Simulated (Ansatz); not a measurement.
Consider the ligand exchange at the Si–O bond: `CO[SiH2][O][GeH3]` + H–F → `F[SiH2][O][GeH3]` + CH₃OH.

Program: Ansatz. Geometries: PBE0-D4/def2-TZVP. ΔE: electronic, gas phase. CBS: MP2 limit from def2 TZ/QZ plus the TZ coupled-cluster correction, frozen cores. This one scheme is used for every species. DFT in def2-TZVPP. B3LYP here is the variant with VWN-RPA as its local correlation; programs differ in this. For Ge outer-core shells are correlated without core-valence functions, which leaves a few kJ/mol of doubt a bond. Scalar relativity is left out up to krypton. One conformer a species, not always the lowest.

`CO[SiH2][O][GeH3]`:

```xyz
13

C    -2.242    0.404   -0.317
O    -0.862    0.495   -0.058
Si   -0.085   -0.365    1.106
O     1.505   -0.214    0.837
Ge    2.423   -0.002   -0.675
H    -2.829    0.886    0.473
H    -2.449    0.914   -1.259
H    -2.569   -0.639   -0.407
H    -0.387    0.165    2.460
H    -0.529   -1.785    1.010
H     3.871   -0.355   -0.313
H     1.860   -0.963   -1.735
H     2.293    1.460   -1.121
```

H–F:

Cartesian coordinates in Å:
```
F -0.180 0.382 0.183
H 0.180 -0.382 -0.183
```

`F[SiH2][O][GeH3]`:

```xyz
9

F    -0.790    2.166   -0.621
Si   -1.128    0.623   -0.864
O    -0.533   -0.278    0.336
Ge    1.086   -0.725    0.931
H    -2.599    0.485   -0.871
H    -0.508    0.266   -2.163
H     2.059   -0.684   -0.259
H     0.938   -2.141    1.497
H     1.476    0.289    2.013
```

CH₃OH:

Cartesian coordinates in Å:
```
C -0.266 -0.193 0.137
O 0.670 0.858 0.062
H -0.838 -0.046 1.054
H 0.214 -1.178 0.190
H -0.967 -0.189 -0.706
H 1.188 0.748 -0.738
```

| level | ΔE (kcal/mol) |
| --- | --- |
| ωB97M-V | -11.3 |
| PBE | -12.3 |
| PBE0 | -11.9 |
| B3LYP | -13.2 |
| MP2/def2-TZVPP | -10.0 |
| SCS-MP2/def2-TZVPP | -10.9 |
| MP2/def2-QZVPP | -10.1 |
| SCS-MP2/def2-QZVPP | -11.0 |

(1) What does CCSD(T)/CBS give? (Best estimate.)

Largest T1 diagnostic among the species: 0.012.

Results:

(1) The calculation gave: -10.5 kcal/mol. The listed levels differ from it by -0.8, -1.8, -1.4, -2.7, 0.5, -0.4, 0.4, -0.5 kcal/mol.

In def2-TZVPP, CCSD(T) changes the Hartree–Fock value by +3.0 kcal/mol (the triples alone add +0.5 kcal/mol) and MP2 by +3.5 kcal/mol. The D4 term adds +2.3 kcal/mol with B3LYP and +1.3 kcal/mol with PBE0; it sums over pairs of atoms, weighted by their polarisabilities, and B3LYP, whose exchange is more repulsive, gets the larger term.
